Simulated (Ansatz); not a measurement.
`N=[C](O)[GeH3]` + `OCBCl` → `ClBC[O][GeH3]` + `N=CO`  (ligand exchange at a Ge–C bond)

Calculated with Ansatz (gas phase, PBE0-D4/def2-TZVP geometries, no zero-point term in ΔE). CCSD(T)/CBS adds triple-zeta CCSD(T) − MP2 to the extrapolated MP2 energy (def2 sets, frozen cores). This one scheme is used for every species. DFT in def2-TZVPP. For Ge outer-core shells are correlated without core-valence functions, which leaves a few kJ/mol of doubt a bond. Scalar relativity is left out up to krypton. Each species was taken in one conformer, which may not be the lowest.

`N=[C](O)[GeH3]`:

Z-matrix (Å, degrees):
```
Ge
C 1 1.977
H 1 1.533 2 109.6
H 1 1.533 2 109.7 3 120.9
H 1 1.535 2 106.6 3 -119.5
O 2 1.345 1 111.9 3 -60.9
N 2 1.262 1 128.3 3 119.1
H 6 0.971 2 106.6 1 180.0
H 7 1.014 2 112.2 1 0.0
```

`OCBCl`:

Cartesian coordinates in Å:
```
O -0.677 -1.331 -0.520
C 0.058 -0.142 -0.658
B 0.306 0.741 0.591
Cl -0.317 0.250 2.150
H -0.924 -1.428 0.405
H -0.416 0.507 -1.414
H 1.052 -0.360 -1.088
H 0.918 1.762 0.533
```

`ClBC[O][GeH3]`:

Cartesian coordinates in Å:
```
Cl -1.714 0.961 2.654
B -1.290 0.591 0.999
C 0.158 0.909 0.509
O 0.426 0.611 -0.846
Ge 0.769 -1.081 -1.281
H -2.139 0.123 0.305
H 0.895 0.453 1.194
H 0.311 1.991 0.646
H 2.052 -1.518 -0.547
H -0.409 -1.969 -0.831
H 0.940 -1.071 -2.801
```

`N=CO`:

Cartesian coordinates in Å:
```
N 0.236 -0.822 -0.586
C 0.136 0.106 0.258
O -0.815 1.040 0.177
H 1.013 -1.437 -0.368
H 0.770 0.280 1.130
H -1.340 0.834 -0.610
```

| level | ΔE (kcal/mol) |
| --- | --- |
| PBE-D4 | -5.5 |
| PBE0-D4 | -6.5 |
| ωB97X-V | -8.5 |
| r2SCAN | -7.3 |
| HF/def2-TZVPP | -12.9 |
| MP2/def2-TZVPP | -8.7 |
| MP2/def2-QZVPP | -8.2 |
| CCSD/CBS(def2) | -8.2 |

(1) What does CCSD(T)/CBS give? (Best estimate.)

Largest T1 diagnostic among the species: 0.014.

Answers

(1) Ansatz gave: -7.6 kcal/mol. The listed levels differ from it by 2.1, 1.1, -0.9, 0.3, -5.3, -1.1, -0.6, -0.6 kcal/mol.

In def2-TZVPP, CCSD(T) changes the Hartree–Fock value by +4.5 kcal/mol (the triples alone add +0.6 kcal/mol) and MP2 by +4.3 kcal/mol. From PBE to PBE0 (25 % exact exchange), in def2-TZVPP and without D4, ΔE moves by −1.0 kcal/mol.
